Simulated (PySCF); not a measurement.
## What settings do to a single point of [CeF4]−

The sound run of [CeF4]− (singlet in the valence; each metal's 4f electrons, 1 of them, lie in its core potential, out of spins and levels) uses PySCF 2.14.0, RKS BP86, Ce lcecp-1-SVP with ECP47, F def2-SVP; non-relativistic Hamiltonian with scalar-relativistic core potentials where named; density fitting; no spin-orbit coupling, grid (50, 194), threshold 1e-8 Eh and 55 cycles, at the relaxed geometry:

```xyz
5

Ce    0.0000    0.0000    0.0000
F     1.2640    1.2640    1.2640
F    -1.2640   -1.2640    1.2640
F     1.2640   -1.2640   -1.2640
F    -1.2640    1.2640   -1.2640
```

There Ce1 has a Mulliken charge of 0.89 e and the dipole about the centre of mass is 0.00 D. Each run below changes one thing and starts from free metal ions and neutral atoms unless it says otherwise; with 55 cycles, smearing, a level shift and second-order steps follow where DIIS fails, and their cycles count. Energy shifts count from the sound run. On f atoms grids over 110 angular points are at least (60, 302).

```csv
change,outcome,cycles,energy shift (eV),largest force component (eV/Å),charge on Ce1 (e),dipole about the centre of mass (D)
"charge changed by -3, spin kept, limit 93 cycles",refused,–,–,–,–,–
"grid (15, 26)",converged,8,-6.20,1.62,0.88,0.00
start from a density of up to 30 smeared cycles (not counted),converged,6,0.0000,0.00,0.89,0.00
all coordinates × 0.94,converged,8,0.69,1.69,0.79,0.00
```

Problem. How does the run with this change end: threshold 0.001?

Solution. outcome converged, cycles 5, energy shift (eV) 0.0030, largest force component (eV/Å) 0.01, charge on Ce1 (e) 0.91, dipole about the centre of mass (D) 0.00.

Unsound on purpose, so not properties of the compound: grid (15, 26).

Forces carry noise of the integration grid, about 0.01 to 0.03 eV/Å.

An lcecp potential fixes the number of 4f electrons, so in runs with it no electron can move into or out of that shell.
